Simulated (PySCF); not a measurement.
Estimate the missing entries of this data sheet.

2,2-dimethylbutanenitrile, C6H11N.
Numbering: `[CH3:1][CH2:2][C:3]([CH3:4])([CH3:5])[C:6]#[N:7]` (hydrogens: H8, H9, H10 on C1; H11, H12 on C2; H13, H14, H15 on C4; H16, H17, H18 on C5)

Conformer (atom-mapped SMILES and torsion angles): `[CH3:1][CH2:2][C:3]([CH3:4])([CH3:5])[C:6]#[N:7]`: C1–C2–C3–C4 -177°.

```json
{"property": "point group", "level": "PBE0-D3(BJ)/def2-SVP", "value": "?"}
{"property": "rotational constants A, B, C", "level": "PBE0-D3(BJ)/def2-SVP", "value": "2.790, 2.426, 1.845 GHz"}
{"property": "dipole moment", "level": "wB97X-D/def2-SVPD", "value": "4.14 D"}
{"property": "HOMO energy", "level": "wB97X-D/def2-SVPD", "value": "?"}
{"property": "LUMO energy", "level": "wB97X-D/def2-SVPD", "value": "2.08 eV"}
{"property": "lowest singlet excitation", "level": "TDDFT wB97X-D/def2-SVPD", "value": "7.76 eV (160 nm, f = 0.000)"}
{"property": "strongest line among the 10 lowest singlet transitions", "level": "TDDFT wB97X-D/def2-SVPD", "value": "?"}
{"property": "lowest triplet excitation (Tamm–Dancoff)", "level": "TDA wB97X-D/def2-SVPD", "value": "6.45 eV"}
{"property": "static isotropic polarisability", "level": "wB97X-D/def2-SVPD", "value": "75.8 au"}
{"property": "vertical ionisation energy", "level": "ΔSCF wB97X-D/def2-SVPD", "value": "11.25 eV"}
{"property": "electronic spatial extent ⟨r²⟩ about the centre of nuclear charge", "level": "wB97X-D/def2-SVPD", "value": "817 bohr²"}
{"property": "13C chemical shifts (computed TMS as zero) by class", "level": "GIAO CAM-B3LYP/pcSseg-1", "value": "131.5 (C6), 38.1 (C2), 32.4 (C3), 28.9 (C4/C5), 11.0 (C1) ppm"}
{"property": "1H chemical shifts (computed TMS as zero) by class", "level": "GIAO CAM-B3LYP/pcSseg-1", "value": "1.26 (H11/H12), 1.22 (H13/H14/H15/H16/H17/H18), 1.18 (H8/H9/H10) ppm"}
{"property": "isotropic shieldings of nuclei other than C and H, by class", "level": "GIAO CAM-B3LYP/pcSseg-1", "value": "-40 (N7) ppm"}
{"property": "largest of the computed one-bond spin–spin couplings (means over like bonds)", "level": "B3LYP/pcJ-1, spin–dipole term left out for some pairs", "value": "13C–1H +136.1 (C4–H13 and 5 like it), 13C–1H +133.8 (C2–H11 and 1 like it), 13C–1H +133.1 (C1–H8 and 2 like it), 13C–13C +61.4 (C3–C6), 13C–13C +37.9 (C1–C2), 13C–13C +36.4 (C3–C4 and 1 like it), 13C–13C +34.6 (C2–C3), 15N–13C -17.1 (N7–C6) Hz"}
{"property": "core binding energies", "level": "ΔSCF SCAN, pcX-2 on the ionised atom, pcseg-1 elsewhere, spin-free X2C", "value": "?"}
```

Gas-phase values; electronic properties from PySCF, density fitting. The structure is a single PBE0-D3(BJ)/def2-SVP conformer in the gas phase; no vibrational or solvent corrections. NMR classes are plain means over equivalent atoms (diastereotopic ones count apart unless rotation or inversion swaps them), as if these changed places fast; in this geometry the members of some classes differ.

(1) Give the strongest line among the 10 lowest singlet transitions.

(2) The core binding energies?

(3) What is the HOMO energy?

(4) What is the point group?

Answers

(1) S10 at 9.90 eV (125 nm, f = 0.075).

(2) C1s 290.8 (C1), C1s 291.0 (C2), C1s 291.0 (C4/C5), C1s 291.9 (C6), C1s 292.0 (C3), N1s 404.7 (N7) eV.

(3) -11.01 eV.

(4) C1.

With B = h/(8π²I), that is 505.379 GHz u Å² over I, the principal moments of inertia are 181.1, 208.3 and 273.9 u Å² (most abundant isotopes); the inertial defect Ic − Ia − Ib is -115.5 u Å² (zero for a rigid planar frame, negative otherwise). The polarisability is 11.24 Å³ as a volume (1 au = 0.148185 Å³), or 1.40 au for each of the 54 electrons. The largest Löwdin shares of the HOMO are 0.33 on N7, 0.22 on C6, 0.12 on C3 and 0.12 on C2. The principal polarisabilities are 69.5, 76.5 and 81.4 au; their mean is the isotropic value.
